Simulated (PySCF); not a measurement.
**La³⁺ (lanthanum, charge +3): UHF calculation**

Configuration: [Xe], closed-shell 1S. Computed with PySCF 2.14 in def2-QZVPPD with the def2 core potential (46 electrons) (7s5p4d3f2g, 81 functions), with scalar relativity through the core potential.

- Total energy: -29.865581 hartree
- One-electron energy: -43.2517 hartree
- Hartree (Coulomb) energy: 16.6060 hartree
- Exchange energy: -3.2199 hartree
- ⟨S²⟩: 0.0000
- ⟨L²⟩: 0.000
- Sum of ⟨r⟩: 14.03 bohr
- Sum of ⟨r²⟩: 26.97 bohr²

```json
{"shell": "5s", "electrons": "2", "mean orbital energy (eV)": "-72.491", "rms radius, mean of both spins (bohr)": "1.67"}
{"shell": "5p", "electrons": "6", "mean orbital energy (eV)": "-50.574", "rms radius, mean of both spins (bohr)": "1.89"}
```

Energies and moments cover only the electrons outside the core potential. Spin-orbit coupling, which splits the p, d and f shells strongly at this Z, is absent.
